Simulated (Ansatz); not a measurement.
Geometry optimisation, RKS PBE0/STO-3G in Ansatz 0.2.0.

The input (input.yaml):

```yaml
crystal:
  periodic: [false, false, false]
  atoms:
    - { symbol: B, position_ang: [-0.77834, 2.30861, 0.56448] }
    - { symbol: C, position_ang: [0.11273, 1.14271, 0.22598] }
    - { symbol: Si, position_ang: [-0.39811, -0.53406, -0.06998] }
    - { symbol: C, position_ang: [0.78517, -1.95991, -0.4924] }
    - { symbol: H, position_ang: [-0.32217, 3.37725, 0.73989] }
    - { symbol: H, position_ang: [-1.94263, 2.16467, 0.65887] }
    - { symbol: H, position_ang: [1.18628, 1.31145, 0.14693] }
    - { symbol: H, position_ang: [-1.76463, -1.05708, -0.0338] }
    - { symbol: H, position_ang: [0.2645, -2.90212, -0.65205] }
    - { symbol: H, position_ang: [1.50664, -2.11304, 0.30618] }
    - { symbol: H, position_ang: [1.35057, -1.73848, -1.3941] }
basis:
  gaussian: { orbitals: STO-3G }
hamiltonian:
  xc: pbe0
relax:
  f_tol: 0.02
  max_steps: 40
output:
  orbitals: {}
```

Command:

```bash
$ ansatz run input.yaml --threads 1 --pin off --max-ram 2048MiB --backend cpu --events-out ev --progress --plain --runs-dir out
```

Q: Where does it end, and by what steps?

A: It did not converge within its limit. The force dipped under the threshold on the way, but the program's further checks kept it going. Limits of this set-up: minimal basis. After 39 steps the energy has fallen by 0.223 eV; H10 moved furthest, 0.76 Å.

```
step  energy less start (eV)  largest force component (eV/Å)  accepted
   0                  0.0000                           1.339       yes
   2                 -0.1947                           0.234       yes
   4                 -0.2050                           0.127       yes
   6                 -0.2029                           0.195        no
   8                 -0.2055                           0.146        no
  10                 -0.2059                           0.022        no
  12                 -0.2061                           0.022       yes
  14                 -0.2063                           0.095       yes
  16                 -0.2062                           0.058        no
  18                 -0.2087                           0.052       yes
  20                 -0.2061                           0.389        no
  22                 -0.2080                           0.232        no
  24                 -0.2127                           0.104       yes
  26                 -0.2165                           0.164       yes
  28                 -0.2199                           0.028       yes
  30                 -0.2178                           0.253        no
  32                 -0.2203                           0.182        no
  34                 -0.2209                           0.015       yes
  36                 -0.2215                           0.148        no
  38                 -0.2226                           0.045       yes
  39                 -0.2227                           0.048       yes
```

```xyz
11
Properties=species:S:1:pos:R:3
B -0.790 2.181 0.509
C 0.188 1.161 0.054
Si -0.289 -0.475 0.041
C 0.761 -1.924 -0.470
H -0.516 3.321 0.551
H -1.870 1.867 0.842
H 1.199 1.425 -0.264
H -1.620 -0.852 0.462
H 0.271 -2.505 -1.261
H 0.930 -2.602 0.376
H 1.737 -1.596 -0.842
```

Run time: 73 s on 1 thread of Arm Neoverse V1 (shared host), peak memory 0.12 GiB.
